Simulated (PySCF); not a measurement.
**Arsenic: a sound run and one with changed settings**

Sound run: As+ [Ar] 3d10 4s2 4p2, As(2+) [Ar] 3d10 4s2 4p1. Calculation: PySCF 2.14, in jorge-DZP-DKH (8s6p2d1f, 43 functions); scalar relativity by spin-free X2C-1e. In the sound run the correlated levels freeze [Ar] 3d10. The sound run starts from symmetry-adapted Hartree-Fock orbitals and uses a fine grid where one is needed.

Changed run: basis STO-3G, all-electron and non-relativistic. This setting is unsound on purpose.

```tsv
species	method	sound run (hartree)	changed run (hartree)	converged
As+	UHF	-2258.54714	-2209.00633	yes
As+	B3LYP	-2260.27000	-2210.19878	yes
As+	M06-2X	-2260.33169	-2210.21922	yes
As+	MP2	-2258.57238	-2209.01391	yes
As+	CCSD(T)	-2258.58114	-2209.01980	yes
As(2+)	UHF	-2257.88761	-2208.37732	yes
As(2+)	B3LYP	-2259.59121	-2209.54713	yes
As(2+)	M06-2X	-2259.65819	-2209.56423	yes
As(2+)	MP2	-2257.91355	-2208.39291	yes
As(2+)	CCSD(T)	-2257.92478	-2208.40405	yes
```

Ionisation energy of As+:

```json
{"method": "UHF", "sound run (eV)": "17.947", "changed run (eV)": "17.116"}
{"method": "B3LYP", "sound run (eV)": "18.471", "changed run (eV)": "17.732"}
{"method": "M06-2X", "sound run (eV)": "18.327", "changed run (eV)": "17.823"}
{"method": "MP2", "sound run (eV)": "17.928", "changed run (eV)": "16.898"}
{"method": "SCS-MP2", "sound run (eV)": "17.880", "changed run (eV)": "16.855"}
{"method": "CCSD", "sound run (eV)": "17.859", "changed run (eV)": "16.755"}
{"method": "CCSD(T)", "sound run (eV)": "17.860", "changed run (eV)": "16.755"}
```

A minimal basis cannot let orbitals breathe on ionisation and holds almost no correlation. The Hamiltonian changed with the basis, so the totals do not compare.

For comparison, NIST gives 18.589 eV between the lowest levels.
